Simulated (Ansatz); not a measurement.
Q: Name a neutral molecule of F, O, S, W and H with LUMO energy (ωB97M-V/def2-TZVPP) between -0.65 and -0.35 eV and HOMO–LUMO gap (B3LYP/def2-TZVPP) between 4.50 and 4.80 eV (Ansatz, PBE0-D4/def2-TZVP geometry).

A: `[OH][W]([OH])([OH])([F])=[S]` (-0.55 eV, 4.73 eV). Other molecules can fit too; these were computed, each in one conformer that needn't be the lowest.

B3LYP here is the variant with VWN-RPA as its local correlation; programs differ in this.
